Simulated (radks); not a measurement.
Eu28+, configuration [Ar] 3d10 4s2 4p5.

All-electron calculation, non-relativistic Kohn-Sham, LB94 model potential, spin-polarised, spherical densities, point nucleus; open shells are filled with parallel spins first (spin-orbit coupling, left out, can overturn this in heavy ions); relativity is left out, which matters for an element this heavy. Program: a radial shooting solver on a logarithmic mesh with Libxc functionals.

Energy parts (eV):
kinetic: 273573.58
electron-nucleus: -612403.86
Hartree: 71031.37
(The LB94 potential has no energy functional, so no total or exchange-correlation energy is given.)

Orbitals (lengths in bohr, moments of r in powers of bohr; r(90%) holds 90 % of the orbital's charge):
orbital	occ.	eigenvalue (eV)	<1/r>	r(90%)
1s down	1	-46694.77	62.50	0.0428
1s up	1	-46694.77	62.50	0.0428
2s up	1	-8246.750	14.53	0.157
2s down	1	-8246.404	14.53	0.157
2p up	3	-7896.103	14.57	0.140
2p down	3	-7895.498	14.57	0.140
3s up	1	-2542.264	5.518	0.382
3s down	1	-2542.112	5.515	0.382
3p up	3	-2386.319	5.466	0.374
3p down	3	-2386.089	5.464	0.374
3d up	5	-2098.558	5.373	0.345
3d down	5	-2098.334	5.372	0.345
4s up	1	-1139.485	2.636	0.760
4s down	1	-1138.124	2.642	0.759
4p up	3	-1075.434	2.584	0.768
4p down	2	-1074.133	2.590	0.768

The highest occupied level is 4p down at -1074.1 eV. For comparison, the ionisation energy in NIST's Atomic Spectra Database is 1078 eV (theoretical). In exact Kohn-Sham theory the highest level is minus the ionisation energy, but local and semilocal functionals leave it too shallow, through self-interaction and a potential that decays too fast; potentials with the right tail come closer. Summed over all electrons, <r^2> = 3.541 bohr^2, which gives a Langevin (diamagnetic) susceptibility term of -2.8 x 10^-6 cm^3/mol. The density falls to 0.001 e/bohr^3 at r = 1.31 bohr. Spin moment in Bohr magnetons: 1.
